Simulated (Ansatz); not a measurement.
```yaml
crystal:
  periodic: [false, false, false]
  atoms:
    - {symbol: Ca, position_ang: [-1.988240, 1.027120, 0.587997]}
    - {symbol: Ca, position_ang: [1.691696, 0.738769, 1.396065]}
    - {symbol: Ca, position_ang: [-0.225095, -2.294615, 0.207426]}
    - {symbol: Ca, position_ang: [0.521748, 0.528775, -2.191326]}
    - {symbol: Te, position_ang: [-2.083381, -0.909830, -1.718672]}
    - {symbol: Te, position_ang: [0.278040, 2.824944, -0.254957]}
    - {symbol: Te, position_ang: [-0.643085, -0.651303, 2.697904]}
    - {symbol: Te, position_ang: [2.448317, -1.263849, -0.724426]}
basis:
  gaussian: {orbitals: def2-TZVP, initial_orbitals: start.molden}
hamiltonian: {xc: {name: wB97X-V}}
scf: {omitted_lower_state_checks: [starts]}
output: {forces: true, orbitals: {seedname: orbitals}}
```

The file start.molden holds the orbitals of an earlier run on this structure, at another level or in another basis.

```sh
$ ansatz run in.yaml --threads 4 --pin off --events-out ev --progress --plain --max-ram 4787MiB
```

Problem. Does this run fit into the memory that it is given?

Solution. No. It has 344 basis functions, and Ansatz plans for 7 GiB where 5 GiB are given.
